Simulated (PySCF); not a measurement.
Structure revision by computed shifts

A compound C3H3F3O gives the data below (simulated from a calculation) and was assigned the structure `O=CCC(F)(F)F`.

13C{1H} NMR (computed): δ 150.4 (CH), 130.1 (C, q, J = 333.3 Hz), 103.7 (CH2).

1H NMR (500 MHz, computed): δ 6.42 (ddq, J = 16.5, 9.0, 1.2 Hz, 1H), 5.30 (ddq, J = 16.5, 6.0, 4.6 Hz, 1H), 5.04 (ddq, J = 9.0, 6.0, 2.4 Hz, 1H).

Level of theory: shieldings: GIAO PBE0/pcSseg-1, geometry: GFN2-xTB, B3LYP/pcJ-1 coupling constants (spin–dipole term only in couplings to heteroatoms), in PySCF 2.14.0 with density-fitted response routines (relativity neglected, a single conformation, rapidly exchanging positions averaged, in vacuum).

Scale: 1H (σ = 31.72 ppm) and 13C (σ = 186.93 ppm) against TMS (reference shieldings calculated alike).

Question: Compare with the shifts computed for the proposed structure, pairing carbons in order of shift.

Answer: Atoms are numbered as in `[O:1]=[CH:2][CH2:3][C:4]([F:5])([F:6])[F:7]`. Hydrogens are named by the atom that carries them.

```csv
atom,computed for proposal,given list,difference
C2,197.7,150.4,+47.3
C4,133.8,130.1,+3.7
C3,52.4,103.7,-51.3
```

The rms difference is 40.4 ppm and the largest -51.3 ppm at C3 (sp3 CH2 α to a carbonyl). The proposal doesn't fit.

Question: Which isomer fits?

Answer: SMILES FC(OC=C)(F)F.

1. Carbon types of the structure: 1 × C, 1 × CH, 1 × CH2, which accounts for all hydrogens.
2. δC 150.4: alkene carbon bearing oxygen; an sp2 carbon further deshielded by the attached heteroatom.
3. δC 130.1: CF3 carbon; 4 electronegative neighbours deshield it.
4. δC 103.7: β carbon of an enol-ether or enamine type C=C; the O or N lone pair pushes π density onto this β carbon and shields it.
5. δH 5.30, 5.04: hydrogen on a β carbon of an enol-ether or enamine type C=C.
6. The protons at 5.30 and 6.42 share a coupling of 16.5 Hz (vicinal, trans across C=C).
7. The protons at 5.04 and 6.42 share a coupling of 9.0 Hz (vicinal, cis across C=C).
8. The protons at 5.30 and 5.04 share a coupling of 6.0 Hz (geminal).

Other isomers checked: FC(F)(F)[C@@H]1CO1 (rms 60.4 ppm).

The shifts were computed for this structure.

C–F couplings over four or more bonds (about 3 Hz to the para carbon of a fluoroarene) are left out. Common functionals overestimate the size of one-bond C–F couplings by tens of Hz; these are unscaled. Multiplet labels drop couplings under 1 Hz and merge nearly equal ones. Unscaled 3J(H,H) at this level run about 10 % above measured values. Shifts are as computed. Against solution values, carbons near 30 ppm lie about +3 ppm off and those near 130 ppm about +5 ppm. Of 1211 compounds with measured shifts, 218 miss one by over three times the rms of a fit or turn the order of signals round; such compounds aren't used in these exercises.
